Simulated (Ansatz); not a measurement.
Consider the formal exchange of groups at the Si–C bond: `C=C[SiH2][SiH2]F` + `C=CCCF` → `FC[SiH2][SiH2]F` + `C=CCC=C`.

Gas-phase electronic energies from Ansatz, PBE0-D4/def2-TZVP geometries. CCSD(T)/CBS is the MP2 limit (def2-TZVPP, def2-QZVPP) plus CCSD(T) − MP2 in def2-TZVPP, frozen cores. DFT in def2-TZVPP. Each species was taken in one conformer, which may not be the lowest.

`C=C[SiH2][SiH2]F`:

Z-matrix (Å, degrees):
```
Si
C 1 1.860
Si 1 2.347 2 110.7
H 1 1.490 2 109.3 3 -119.0
H 1 1.490 2 111.1 3 120.7
C 2 1.330 1 123.5 3 113.5
H 2 1.089 1 118.3 3 -64.9
F 3 1.610 1 109.2 2 57.6
H 3 1.488 1 112.3 2 176.7
H 3 1.487 1 111.5 2 -61.0
H 6 1.086 2 121.8 1 1.6
H 6 1.086 2 122.0 1 -178.6
```

`C=CCCF`:

Cartesian coordinates in Å:
```
C -1.289 0.893 -1.250
C -0.227 0.816 -0.460
C 0.549 -0.433 -0.202
C 0.609 -0.799 1.265
F 1.282 0.183 1.974
H -1.819 1.827 -1.398
H -1.666 0.024 -1.782
H 0.122 1.707 0.056
H 1.578 -0.318 -0.562
H 0.106 -1.273 -0.747
H 1.148 -1.740 1.412
H -0.393 -0.887 1.693
```

`FC[SiH2][SiH2]F`:

```xyz
11

F     1.295    0.063   -1.849
C     1.495   -0.588   -0.636
Si   -0.173   -0.863    0.233
Si   -1.310    1.174    0.460
F    -0.363    2.202    1.255
H     2.159    0.029   -0.022
H     2.004   -1.536   -0.837
H    -1.009   -1.807   -0.559
H     0.101   -1.465    1.568
H    -2.564    1.013    1.243
H    -1.636    1.778   -0.857
```

`C=CCC=C`:

```xyz
13

C     2.180   -0.086    0.910
C     0.864    0.069    0.907
C    -0.082   -0.647   -0.008
C    -0.817    0.304   -0.901
C    -2.131    0.478   -0.906
H     2.670   -0.777    0.231
H     2.815    0.468    1.592
H     0.407    0.776    1.598
H     0.483   -1.364   -0.613
H    -0.808   -1.217    0.582
H    -0.197    0.894   -1.573
H    -2.779   -0.088   -0.245
H    -2.606    1.189   -1.572
```

| level | ΔE (kJ/mol) |
| --- | --- |
| BLYP-D4 | 21.4 |
| LC-ωPBE | 24.1 |

(1) What does CCSD(T)/CBS give? (Estimate.)

Largest T1 diagnostic among the species: 0.012.

## Answers

(1) Ansatz gave: +26.5 kJ/mol. The listed levels differ from it by -5.1, -2.4 kJ/mol.

Leaving LDA and LC-ωPBE aside and taking each functional with its dispersion term where it has one, the values, not all of them listed here, spread over 5.6 kJ/mol, from revPBE-D4 to PBE-QIDH. From BLYP to BHLYP (50 % exact exchange), in def2-TZVPP and without D4, ΔE moves by +4.9 kJ/mol.
